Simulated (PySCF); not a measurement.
Mo(S)2(OH)(SH) (H2MoOS3), SMILES [OH][Mo](=[S])(=[S])[SH], multiplicity 1.

Geometry optimised at B3LYP-D3(BJ)/def2-SVP. The multiplicity is an assumed one; no other spin state was optimised. The structure was generated by enumeration; whether it is a known compound was not checked. The def2 effective core potentials stand for the cores of Mo; spin–orbit coupling is left out. The values are those of a single conformer.

Two levels are set side by side: PBE/def2-TZVP (PySCF) and ωB97X/def2-TZVP (PySCF). Same geometry, gas phase. Differences are taken from unrounded values.

```csv
quantity,ωB97X,PBE,PBE minus ωB97X
orbital gap (eV),8.03,2.27,-5.77
highest occupied level (eV),-9.66,-6.38,3.28
lowest empty level (eV),-1.63,-4.11,-2.48
dipole moment (D),2.02,2.11,0.09
mean polarisability (bohr³),105.9,107.8,2.0
```

Without exact exchange PBE keeps part of each electron's self-repulsion, which lifts occupied levels and narrows the gap. Differences between two approximate levels are no errors against the true value.

Rough cost on one machine, each run with all the roots and properties that it gave: ωB97X against PBE within a factor of 2.
